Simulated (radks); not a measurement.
Results of a calculation; reference values are marked as such.
Orbital eigenvalues (eV) of the scandium ion Sc2+, [Ar] 3d1, at several levels of relativity; Dirac values are averaged over j with weights 2j + 1. Spin-unpolarised spherical Kohn-Sham, PBE, point nucleus unless stated (finite: rms radius 3.5459 fm), a radial shooting solver on a logarithmic mesh with Libxc functionals. A level marked "c x" has the speed of light scaled by that factor and shares open shells by 2j + 1; other Dirac levels either fill j = l - 1/2 first or share by 2j + 1.

| shell | non-rel. | Dirac, 2j+1 shares | Dirac, c x 0.75 | Dirac, c x 0.85 | change of magnitude, last against first (%) |
|---|---|---|---|---|---|
| 1s | -4386.5 | -4412.3 | -4432.8 | -4422.4 | +0.82 |
| 2s | -484.98 | -489.70 | -493.46 | -491.55 | +1.36 |
| 2p | -403.17 | -403.66 | -404.04 | -403.85 | +0.17 |
| 3s | -69.749 | -70.394 | -70.908 | -70.646 | +1.29 |
| 3p | -48.892 | -48.946 | -48.990 | -48.968 | +0.15 |
| 3d | -18.029 | -17.912 | -17.823 | -17.868 | -0.89 |
| 4s (empty) | -15.793 | -15.887 | -15.962 | -15.924 | +0.82 |
| 4p (empty) | -11.729 | -11.748 | -11.763 | -11.755 | +0.22 |
